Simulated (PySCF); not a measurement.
**How the method moves the HOMO and LUMO of `C/C([SiH3])=C\F`**

Compound: C₃H₇FSi.
Structure used (PBE0-D3(BJ)/def2-SVP), in Å, numbered top down from 1:
```
atom  x, y, z in Å
C1    -0.970   -1.151    0.176
C2    -0.216    0.122   -0.090
Si3    1.598    0.250    0.347
C4    -0.797    1.179   -0.664
F5    -2.077    1.187   -1.036
H6    -0.596   -1.970   -0.461
H7    -0.841   -1.478    1.221
H8    -2.045   -1.032   -0.019
H9     2.393   -0.765   -0.413
H10    2.099    1.618    0.014
H11    1.804   -0.015    1.805
H12   -0.303    2.131   -0.885
```

Basis pcSseg-2 throughout (PySCF), one geometry. Geometry: PBE0-D3(BJ)/def2-SVP; no solvent, vibrations or thermal averaging.

Problem. How do the orbital energies, the gap and the dipole change with the method?

Solution. 
```tsv
method	kind	HOMO (eV)	LUMO (eV)	gap (eV)	μ (D)	SCF cycles
BLYP	GGA	-6.11	-0.96	5.16	0.50	16
B97-D	GGA	-6.21	-0.98	5.22	0.47	16
OPBE	GGA	-6.22	-0.99	5.23	0.39	16
PBE	GGA	-6.25	-1.09	5.16	0.46	16
KT2	GGA	-6.26	-1.05	5.22	0.52	16
KT3	GGA	-6.29	-1.04	5.25	0.49	16
BP86	GGA	-6.34	-1.16	5.18	0.47	16
LDA	LDA	-6.39	-1.29	5.11	0.59	15
B97-2	global hybrid	-7.17	-0.14	7.03	0.57	14
B3LYP	global hybrid	-7.21	-0.33	6.89	0.62	14
PBE0	global hybrid	-7.42	-0.09	7.33	0.59	14
mPW1PW91	global hybrid	-7.45	-0.11	7.34	0.60	13
BHandHLYP	global hybrid	-8.47	0.96	9.42	0.75	12
CAM-B3LYP	range-separated hybrid	-8.75	1.04	9.79	0.70	13
wB97X-D	range-separated hybrid	-9.25	1.72	10.97	0.61	14
HF	Hartree–Fock	-10.01	2.67	12.68	0.80	11
LC-wPBE	range-separated hybrid	-10.09	2.19	12.27	0.67	14
```

The HOMO spans 3.97 eV, from BLYP down to LC-wPBE, and the gap runs from 5.11 eV (LDA) to 12.68 eV (HF). Over the methods BLYP (0 %), B97-D (0 %), OPBE (0 %), PBE (0 %), KT2 (0 %), KT3 (0 %), BP86 (0 %), LDA (0 %), B97-2 (21 %), B3LYP (20 %), PBE0 (25 %), mPW1PW91 (25 %), BHandHLYP (50 %), HF (100 %), a straight line through the gap against the share of exact exchange rises by 0.77 eV for each 10 % (correlation coefficient 0.998). The dipole ranges from 0.39 D (OPBE) to 0.80 D (HF). This basis has no diffuse functions.

The vertical ΔSCF ionisation energy at CAM-B3LYP/def2-SVPD is 9.62 eV; −ε(HOMO) comes closest to it with wB97X-D (9.25 eV) and HF (10.01 eV).
